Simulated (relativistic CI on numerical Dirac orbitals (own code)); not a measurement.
Energy levels of Hf²⁵⁺

Calculated at this level of theory: Dirac-Coulomb-Breit CI, separate exchange-only KLI orbitals for each configuration, model QED, unscaled Slater integrals (own radial code, finite nucleus).

Configuration list (outside the closed core [Ar] 3d10): 4s2.4p6.4d10.4f, 4s2.4p6.4d10.5s, 4s2.4p6.4d9.4f2, 4s2.4p6.4d10.5p, 4s2.4p5.4d10.4f2, 4s2.4p6.4d10.5d, 4s2.4p6.4d9.4f.5s, 4s2.4p6.4d9.5s2, 4s.4p6.4d10.4f2, 4s2.4p6.4d10.5f, 4s2.4p4.4d10.4f3, 4s2.4p6.4d9.5s.5p, 4s2.4p6.4d9.4f.5p, 4s2.4p6.4d10.6s, 4s2.4p6.4d8.4f2.5s, 4s2.4p6.4d10.5g. Levels of other configurations are missing.

The lowest level is 4s2.4p6.4d10.4f 2F°_5/2, with 100 % of that term; Hund's rules for 4s2.4p6.4d10.4f give 2F° with J = 5/2, in agreement.

```csv
No.,Configuration,Term,J,E (cm⁻¹),%,Next component (%),jj configuration (%)
1,4s2.4p6.4d10.4f,2F°,5/2,0,100,,4f5/2 (100)
2,4s2.4p6.4d10.4f,2F°,7/2,23867,100,,4f7/2 (100)
3,4s2.4p6.4d10.5s,2S,1/2,840954,98,2 4s2.4p6.4d8.4f2.5s 2S,5s (98)
4,4s2.4p6.4d10.5p,2P°,1/2,1241742,100,,5p1/2 (100)
5,4s2.4p6.4d10.5p,2P°,3/2,1427449,99,1 4s2.4p6.4d9.4f.5s 2P°,5p3/2 (99)
6,4d9.4f2(3H),4F,3/2,1457867,94,3 2D,4d5/2^5 4f5/2^2 (77)
7,4d9.4f2(3H),4F,5/2,1462450,70,16 4G,4d5/2^5 4f5/2^2 (76)
8,4d9.4f2(3H),4F,7/2,1474994,59,29 4G,4d5/2^5 4f5/2 4f7/2 (53)
9,4d9.4f2(3F),4F,9/2,1492491,59,32 4G,4d5/2^5 4f5/2 4f7/2 (75)
10,4s2.4p6.4d9.4f2,2G,7/2,1493212,26,25 2F,4d5/2^5 4f5/2 4f7/2 (49)
11,4d9.4f2(3H),4K,13/2,1501178,47,40 2K,4d5/2^5 4f5/2^2 (92)
12,4d9.4f2(3F),4D,5/2,1503223,42,19 4G,4d5/2^5 4f5/2^2 (71)
13,4d9.4f2(1G),2G,9/2,1505734,32,31 4H,4d5/2^5 4f5/2^2 (75)
14,4d9.4f2(1G),2F,5/2,1506846,40,24 4G,4d5/2^5 4f5/2 4f7/2 (64)
15,4d9.4f2(3H),4K,15/2,1510153,78,18 2K,4d5/2^5 4f5/2 4f7/2 (99)
16,4d9.4f2(3P),4D,7/2,1512469,47,30 2G,4d5/2^5 4f5/2 4f7/2 (83)
17,4d9.4f2(3F),4D,3/2,1512816,62,16 4F,4d5/2^5 4f5/2^2 (53)
18,4d9.4f2(3H),4H,11/2,1514555,49,25 4G,4d5/2^5 4f5/2 4f7/2 (68)
19,4d9.4f2(3H),4K,17/2,1518663,95,5 2L,4d5/2^5 4f7/2^2 (66)
20,4d9.4f2(3F),4G,11/2,1520874,32,20 2H,4d5/2^5 4f5/2^2 (66)
21,4d9.4f2(3H),4G,7/2,1522948,38,28 2F,4d5/2^5 4f5/2 4f7/2 (51)
22,4d9.4f2(3F),4D,1/2,1523930,71,22 4P,4d5/2^5 4f5/2 4f7/2 (48)
23,4d9.4f2(3F),4H,13/2,1525177,69,16 2I,4d5/2^5 4f5/2 4f7/2 (79)
24,4d9.4f2(3F),4D,5/2,1528890,27,27 2F,4d5/2^5 4f5/2 4f7/2 (81)
25,4d9.4f2(3F),4G,9/2,1535160,43,19 2G,4d5/2^5 4f5/2 4f7/2 (78)
26,4d9.4f2(3H),2F,7/2,1537432,36,26 2G,4d5/2^5 4f7/2^2 (75)
27,4d9.4f2(3H),4G,9/2,1537600,36,32 2H,4d5/2^5 4f5/2 4f7/2 (75)
28,4d9.4f2(3F),4G,11/2,1541655,25,20 2H,4d5/2^5 4f5/2 4f7/2 (83)
29,4d9.4f2(3H),4I,13/2,1543959,44,27 2K,4d5/2^5 4f5/2 4f7/2 (97)
30,4d9.4f2(1G),2D,3/2,1544440,73,20 4P,4d5/2^5 4f5/2 4f7/2 (64)
31,4d9.4f2(3F),4P,1/2,1548885,69,15 2P,4d5/2^5 4f5/2 4f7/2 (63)
32,4d9.4f2(3F),2H,9/2,1552871,40,20 4H,4d5/2^5 4f5/2^2 (67)
33,4d9.4f2(1G),2I,13/2,1553045,67,24 4H,4d5/2^5 4f7/2^2 (79)
34,4d9.4f2(3H),4G,11/2,1555349,64,21 4H,4d5/2^5 4f7/2^2 (49)
35,4d9.4f2(3F),4G,5/2,1555631,31,25 2D,4d5/2^5 4f5/2 4f7/2 (53)
36,4d9.4f2(1I),2L,17/2,1556910,95,5 4K,4d5/2^5 4f5/2 4f7/2 (66)
37,4d9.4f2(3H),4I,15/2,1557113,79,21 2K,4d5/2^5 4f7/2^2 (80)
38,4d9.4f2(1G),2F,7/2,1559806,35,31 2G,4d5/2^5 4f5/2^2 (36)
39,4d9.4f2(3F),2D,3/2,1561529,39,38 4F,4d5/2^5 4f5/2 4f7/2 (63)
40,4d9.4f2(1G),2H,11/2,1563892,61,18 4G,4d5/2^5 4f7/2^2 (80)
41,4d9.4f2(1G),2G,9/2,1563975,66,13 2H,4d5/2^5 4f5/2 4f7/2 (48)
42,4d9.4f2(3F),2H,9/2,1571857,27,24 2G,4d5/2^5 4f5/2 4f7/2 (60)
43,4d9.4f2(1D),2F,7/2,1572108,26,23 2G,4d5/2^5 4f5/2 4f7/2 (62)
44,4d9.4f2(1D),2D,5/2,1572955,42,35 2F,4d5/2^5 4f7/2^2 (64)
45,4d9.4f2(3F),4P,3/2,1575120,41,28 2P,4d5/2^5 4f7/2^2 (65)
46,4d9.4f2(3F),4H,11/2,1577654,31,28 2H,4d5/2^5 4f5/2 4f7/2 (67)
47,4d9.4f2(3H),4F,7/2,1577919,33,25 4H,4d5/2^5 4f5/2 4f7/2 (59)
48,4d9.4f2(3P),4D,5/2,1582303,39,22 2F,4d5/2^5 4f5/2 4f7/2 (38)
49,4d9.4f2(3H),4H,13/2,1590476,59,30 2I,4d5/2^5 4f7/2^2 (52)
50,4d9.4f2(3H),4H,7/2,1592870,41,20 4G,4d3/2^3 4d5/2^6 4f5/2^2 (29)
51,4d9.4f2(3F),4P,5/2,1599482,45,24 4F,4d5/2^5 4f5/2 4f7/2 (39)
52,4d9.4f2(1D),2P,3/2,1600502,30,25 4F,4d5/2^5 4f5/2 4f7/2 (56)
53,4d9.4f2(1D),2G,9/2,1602657,42,40 4F,4d5/2^5 4f5/2 4f7/2 (55)
54,4d9.4f2(3H),4K,11/2,1604459,45,40 2I,4d3/2^3 4d5/2^6 4f5/2^2 (69)
55,4d9.4f2(3F),4D,7/2,1605738,28,27 4F,4d5/2^5 4f5/2 4f7/2 (44)
56,4d9.4f2(1I),2K,15/2,1608795,51,49 2L,4d5/2^5 4f5/2 4f7/2 (68)
57,4d9.4f2(1D),2G,9/2,1610393,38,29 4F,4d5/2^5 4f5/2 4f7/2 (31)
58,4d9.4f2(3P),2F,5/2,1611439,40,31 4G,4d5/2^5 4f5/2 4f7/2 (42)
59,4d9.4f2(1D),2S,1/2,1616464,47,39 2P,4d5/2^5 4f5/2 4f7/2 (41)
60,4d9.4f2(3P),4D,3/2,1616776,40,24 2P,4d5/2^5 4f5/2 4f7/2 (41)
61,4d9.4f2(1I),2H,11/2,1620579,55,37 2I,4d5/2^5 4f5/2 4f7/2 (70)
62,4d9.4f2(1D),2F,5/2,1627951,41,21 2D,4d3/2^3 4d5/2^6 4f5/2 4f7/2 (39)
63,4d9.4f2(3H),4K,13/2,1627996,40,32 2K,4d3/2^3 4d5/2^6 4f5/2 4f7/2 (88)
64,4d9.4f2(3P),4F,7/2,1629131,32,27 2G,4d5/2^5 4f7/2^2 (50)
65,4d9.4f2(3P),4F,9/2,1629140,50,21 2H,4d5/2^5 4f7/2^2 (61)
66,4d9.4f2(3H),4H,9/2,1630782,32,31 2H,4d3/2^3 4d5/2^6 4f5/2 4f7/2 (68)
67,4d9.4f2(1G),2D,5/2,1633015,36,34 4P,4d5/2^5 4f7/2^2 (25)
68,4d9.4f2(3H),2F,7/2,1633524,40,21 2G,4d3/2^3 4d5/2^6 4f5/2 4f7/2 (70)
69,4d9.4f2(3H),4I,9/2,1639187,40,38 2H,4d3/2^3 4d5/2^6 4f5/2^2 (72)
70,4d9.4f2(1I),2I,13/2,1639903,48,27 2K,4d5/2^5 4f7/2^2 (47)
```

Energies count from the lowest computed level; ° marks odd parity. Percentages are summed over parent terms; the parents shown are those of the largest component, closed shells are left out there. Filled j subshells are mostly left out of the jj labels.

The mean weight of the leading LS term, summed over parents, in these 70 levels is 51 %, and that of the leading jj configuration (from the same eigenvectors) 65 %, so jj coupling describes them better and the LS labels are nominal.

At this charge energies of transitions that change n are usually good to better than 1 %, and those within a shell (Δn = 0) to a few per cent.

LS names give the leading component of a level, which can be under half, so a name can repeat, a term be missing and a line seem to break the LS rules.
